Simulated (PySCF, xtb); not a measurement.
cyclopentanone (C5H8O), SMILES O=C1CCCC1.

Coordinates come from a B3LYP-D3(BJ)/def2-SVP optimisation. Other conformers were not sampled.

The numbers are results of IEF-PCM-M06-2X/def2-SVP (PySCF), not measurements.

The values are the electrostatic part of the solvation free energy, E(continuum) − E(gas) at the gas-phase geometry, in a cavity of scaled van der Waals radii (PySCF's table); cavitation and dispersion terms are not included. In vacuum the orbital gap is 9.12 eV. The dipole moment in vacuum is 2.90 D.

| solvent | ε | ΔG(elec) (kcal/mol) | dipole (D) | gap (eV) |
|---|---|---|---|---|
| water | 78.36 | -4.8 | 3.66 | 9.22 |
| tetrahydrofuran | 7.43 | -3.9 | 3.53 | 9.20 |
| acetonitrile | 35.69 | -4.6 | 3.65 | 9.21 |

For comparison, GFN2-xTB/ALPB(water) (xtb, at the GFN2-xTB geometry, all terms of that model) gives -2.9 kcal/mol.
